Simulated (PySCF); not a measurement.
Point-charge models of `N([SiH3])=P1(C=C1)N(C)C` against its computed dipole.

Coordinates (GFN2-xTB, Å) and charges (e) from the PBE0/pcSseg-1 density (PySCF):

```csv
atom,x,y,z,Mulliken,IAO,Hirshfeld,ESP-fitted
C1,-1.446,-1.718,0.065,-0.0598,-0.3070,-0.0695,-0.2394
N2,-1.205,-0.301,-0.088,-0.7635,-0.4674,-0.1099,-0.0554
C3,-2.346,0.485,-0.484,-0.0547,-0.3010,-0.0687,-0.4569
P4,0.351,0.269,-0.213,+1.0710,+1.4478,+0.3985,+0.4761
N5,1.344,-0.792,0.351,-0.8059,-1.0379,-0.3761,-0.5928
Si6,3.061,-0.624,0.396,+0.6288,+0.7449,+0.3052,+0.5213
C7,0.378,2.066,-0.203,-0.3043,-0.4099,-0.0850,-0.2475
C8,0.571,1.567,-1.448,-0.2869,-0.4102,-0.0864,-0.1553
H9,-2.155,-1.887,0.881,+0.1099,+0.1371,+0.0419,+0.0984
H10,-1.859,-2.154,-0.850,+0.1004,+0.1252,+0.0368,+0.1078
H11,-0.501,-2.200,0.304,+0.1635,+0.1806,+0.0421,+0.1167
H12,-2.770,0.134,-1.432,+0.1072,+0.1297,+0.0385,+0.1507
H13,-3.122,0.421,0.284,+0.1188,+0.1429,+0.0450,+0.1633
H14,-2.051,1.527,-0.596,+0.1333,+0.1511,+0.0387,+0.1605
H15,3.474,-1.853,1.066,-0.1162,-0.1356,-0.0868,-0.1151
H16,3.640,-0.531,-0.950,-0.1286,-0.1623,-0.0969,-0.1347
H17,3.502,0.561,1.143,-0.1281,-0.1616,-0.0959,-0.1295
H18,0.358,3.051,0.231,+0.1077,+0.1668,+0.0649,+0.1817
H19,0.764,1.987,-2.420,+0.1073,+0.1668,+0.0638,+0.1502
```

Question: Form Σ q r in debye for every column and set it beside the full dipole.

Answer: The full density gives (-3.00, 2.18, -1.53) D, 4.01 D in size; dipole vectors point from the negative to the positive end.

```tsv
scheme	μx	μy	μz	size (D)	share of the full size (%)	angle to the full dipole (°)
Mulliken	-2.75	0.00	-1.04	2.94	73	33
IAO	-2.19	1.19	-1.16	2.75	69	7
Hirshfeld	-2.61	1.62	-1.02	3.24	81	6
ESP-fitted	-2.99	2.15	-1.52	3.98	99	0
```

Question: Which set comes closest?

Answer: Length of the difference vector: ESP-fitted 0.03 D, Hirshfeld 0.85 D, IAO 1.32 D, Mulliken 2.25 D. Closest: ESP-fitted. 

Question: What is left for the Hirshfeld atoms' own dipoles?

Answer: The Hirshfeld atoms' densities add up to the full density, so μ = Σ q r + Σ (atomic dipoles). The atomic dipoles sum to (-3.00, 2.18, -1.53) − (-2.61, 1.62, -1.02) = (-0.39, 0.56, -0.51) D, 0.85 D in size.

Question: With the origin at the mean of the coordinates, (-0.001, 0.000, -0.209) Å, which are the largest single terms, by size, of the ESP-fitted dipole along the direction of the full one?

Answer: Si6 -7.16, N5 +4.70, C3 -4.66, H15 +2.26, H14 +1.94 D; all 19 atoms together +3.98 D. The single terms depend on the origin, their sum doesn't.

Question: Give the size of the full dipole in other units.

Answer: 4.01 D = 1.576 au = 0.834 e·Å = 13.37 × 10⁻³⁰ C·m.

Isolated species at its GFN2-xTB geometry (one conformer only).

Shape of the structure used: `[CH3:1][N:2]([CH3:3])[P:4]1(=[N:5][SiH3:6])[CH:7]=[CH:8]1`: C1–N2–P4–N5 -20°.
